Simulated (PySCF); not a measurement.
# Spinor energies of Tl(68+) (thallium, charge +68)

Start: [Ne] 3s2 3p1; 3p1/2 filled at m_j = +1/2. Calculated with PySCF 2.14 in an uncontracted even-tempered set (17 s from 24 bohr⁻², ratio 2.4; 14 p from 31 bohr⁻², ratio 2.4; 4 d from 100 bohr⁻², ratio 2.6; 4 f from 150 bohr⁻², ratio 2.6): generalised Hartree-Fock with the X2C-1e Hamiltonian and a Gaussian nucleus; one run each with spin-orbit coupling (SO) switched off, then screened by Boettger's factors.

```
spinor shell  electrons  ε, spin-free (eV)  ε, screened SO (eV)  weight of nominal j (screened SO)  rms radius, screened SO (bohr)
       1s1/2          2           -92098.0             -92056.7                              1.000                          0.0184
       2s1/2          2           -21232.1             -21217.0                              1.000                          0.0731
       2p1/2          2           -19109.9             -20644.0                              1.000                          0.0618
       2p3/2          4           -19109.9             -18508.8                              1.000                          0.0696
       3s1/2          2            -8606.3              -8601.1                              1.000                           0.176
       3p1/2          1            -8020.3              -8429.2                              1.000                           0.165
```

| quantity | spin-free | screened SO |
| --- | --- | --- |
| E (hartree) | -14465.38136 | -14507.80474 |
| M_J | 1/2 | 1/2 |
| ⟨J²⟩ | 1.096 | 0.750 |
| ⟨L²⟩ | 2.001 | 2.041 |
| ⟨S²⟩ | 0.750 | 0.790 |

Each row is a mean over spinors that exchange with the open shell spreads, by up to 25.015 eV (2p1/2).

Breit and QED terms are absent; they matter most for the inner s and p1/2 levels.

Densities and radii are taken from the X2C orbitals without a picture-change correction, which distorts them close to the nucleus.

Without spin-orbit coupling the j labels of p, d and f shells carry no meaning; the spin-free column gives the mean over the occupied spinors of each nl shell, and its ⟨J²⟩ belongs to a mixture of degenerate components.
